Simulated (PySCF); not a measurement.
Ionisation energies (eV) were calculated with PySCF 2.14 by PBE, UHF, MP2 (valence), in another order, as differences of total energies without spin-orbit coupling. The measured values are between term centres (NIST).

```csv
species,measured,A,B,C
"Si⁺ (x2c-QZVPPall with one added diffuse shell each of s, p, d, f type, spin-free X2C)",16.322,16.129,15.835,16.400
"Cl⁺ (x2c-QZVPPall with one added diffuse shell each of s, p, d, f type, spin-free X2C)",23.771,23.473,22.578,23.828
"Fe (x2c-QZVPPall with one added diffuse shell each of s, p, d, f, g type, spin-free X2C)",7.904,7.558,6.430,7.823
"Co (x2c-QZVPPall with one added diffuse shell each of s, p, d, f, g type, spin-free X2C)",7.869,7.437,8.298,7.771
"Se (x2c-QZVPPall with one added diffuse shell each of s, p, d, f type, spin-free X2C)",9.635,9.333,8.543,9.642
"Br⁺ (x2c-QZVPPall with one added diffuse shell each of s, p, d, f type, spin-free X2C)",21.409,21.051,20.240,21.375
"Te (x2c-QZVPPall with one added diffuse shell each of s, p, d, f type, spin-free X2C)",8.749,8.443,7.733,8.742
"I⁺ (x2c-QZVPPall with one added diffuse shell each of s, p, d, f type, spin-free X2C)",18.750,18.410,17.676,18.734
```

Task: Which column is which method?

Result: A is MP2 (valence) (mean error -0.32 eV); B is UHF (mean error -0.88 eV); C is PBE (mean error -0.01 eV). Valence MP2 in a finite basis recovers only part of the missing correlation, so it stays below experiment on average. Hartree-Fock lacks the correlation of the electron removed and comes out lowest. PBE, with gradient corrections, lies close to experiment on average, with errors of both signs.
